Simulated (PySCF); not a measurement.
Compound: C6H7PS.
Bonds: C1–P2 (aromatic), P2–C3 (aromatic), C3–C4, C4–C5, C5–C6, C3–C7 (aromatic), C7–S8 (aromatic), C1–S8 (aromatic), C4–C6. Hydrogens: H9 on C1; H10 on C4; H11, H12 on C5; H13, H14 on C6; H15 on C7.

Torsions of this conformer, `[cH:1]1[p:2][c:3]([CH:4]2[CH2:5][CH2:6]2)[cH:7][s:8]1`: P2–C3–C4–C5 36°.

The closed-shell ground state was solved at several levels (PySCF, density fitting, gas phase, non-relativistic). The structure is a single GFN2-xTB conformer in the gas phase; no vibrational or solvent corrections.

| level | basis functions | HOMO (eV) | LUMO (eV) | gap (eV) | dipole (D) |
| --- | --- | --- | --- | --- | --- |
| PBE0/def2-SVPD | 227 | -6.76 | -1.30 | 5.46 | 1.31 |
| CAM-B3LYP/def2-SVPD | 227 | -7.89 | -0.24 | 7.65 | 1.23 |

(1) Estimate the row for PBE0/pcSseg-1, a basis of 185 functions; the other rows only guide the guess.

(2) Over all these levels, which gives the widest orbital gap and which the narrowest?

(3) How far do the dipole and the HOMO energy spread over the levels?

Results:

(1) HOMO -6.80 eV, LUMO -1.30 eV, gap 5.50 eV, dipole 1.28 D.

(2) CAM-B3LYP/def2-SVPD (range-separated hybrid) has the widest, 7.65 eV, and PBE0/def2-SVPD (global hybrid, 25 % exact exchange) the narrowest, 5.46 eV. The two share the basis. From the narrowest to the widest the HOMO moves by -1.13 eV and the LUMO by +1.06 eV.

(3) The dipole runs from 1.23 to 1.31 D (mean 1.27 D) and the HOMO from -7.89 to -6.76 eV.
